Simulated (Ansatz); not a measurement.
F₃GeH₃Sn (`[F][Sn]([F])([F])[GeH3]`), relaxed with RKS PBE0-D4/def2-TZVP in Ansatz from a PBE-D4/def2-SVP geometry. The force threshold is 0.005 eV/Å; the program also tests the step.

Charge 0, multiplicity 1. Sn: def2 effective core potential.

Start:

```xyz
8

F     1.142   -0.484    2.357
Sn    1.044   -0.334    0.415
F     2.516    0.863   -0.033
F     1.650   -2.076   -0.217
Ge   -1.292    0.413   -0.512
H    -1.584    1.804    0.088
H    -2.314   -0.646   -0.048
H    -1.162    0.460   -2.049
```

(1) How much energy does the relaxation release, and in how many steps? (An estimate is asked.)

(2) Which bonds change most? (An estimate is asked.)

(3) Give the relaxed structure. (An estimate is asked.)

## Answers

(1) The calculation gave: 8.39 kJ/mol, in 3 steps.

(2) The calculation gave: Sn2–F3 from 1.950 to 1.903 Å; F1–Sn2 from 1.950 to 1.903 Å; Sn2–F4 from 1.950 to 1.903 Å; Sn2–Ge5 from 2.621 to 2.595 Å.

(3) The calculation gave: 
```xyz
8

F     1.137   -0.479    2.304
Sn    1.031   -0.330    0.410
F     2.477    0.830   -0.021
F     1.634   -2.029   -0.200
Ge   -1.281    0.410   -0.508
H    -1.563    1.787    0.091
H    -2.287   -0.643   -0.045
H    -1.147    0.454   -2.030
```
